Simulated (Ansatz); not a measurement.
Reaction (redistribution): `[SiH3][O][Mg][SH]` + `[NH2][Ge][F]` → `[NH2][Mg][SH]` + `[F][Ge][O][SiH3]`

Computed with Ansatz on PBE0-D4/def2-TZVP structures; ΔE is electronic, products minus reactants. CBS: MP2 limit from def2 TZ/QZ plus the TZ coupled-cluster correction, frozen cores. DFT in def2-TZVPP. HSE06 is defined as in plane-wave codes. For Ge, Mg outer-core shells are correlated without core-valence functions, which leaves a few kJ/mol of doubt a bond. Scalar relativity is left out up to krypton. Each species was taken in one conformer, which may not be the lowest.

Task: Is it downhill or uphill in electronic energy at CCSD(T)/CBS, and by how much? (Estimate.)

Result: Ansatz gave: Uphill: ΔE = +0.66 eV.

Task: What do these levels give: PBE-D4, PBE, PBE0, HSE06, CAM-B3LYP, RPA@PBE/def2-TZVPP, MP2/def2-SVP, CCSD/def2-SVP, HF/def2-TZVPP, MP2/def2-TZVPP, SCS-MP2/def2-TZVPP, MP2/CBS(def2)? (An estimate is asked.)

Result: The calculation gave: PBE-D4 0.57, PBE 0.59, PBE0 0.63, HSE06 0.63, CAM-B3LYP 0.61, RPA@PBE/def2-TZVPP 0.60, MP2/def2-SVP 0.71, CCSD/def2-SVP 0.72, HF/def2-TZVPP 0.67, MP2/def2-TZVPP 0.62, SCS-MP2/def2-TZVPP 0.62, MP2/CBS(def2) 0.66 eV.

Largest T1 diagnostic among the species: 0.015.

In def2-TZVPP, CCSD(T) changes the Hartree–Fock value by −0.06 eV (the triples alone add −0.02 eV) and MP2 by −0.05 eV. At CCSD(T), def2-SVP lies +0.05 eV from the extrapolated value and def2-TZVPP −0.05 eV.
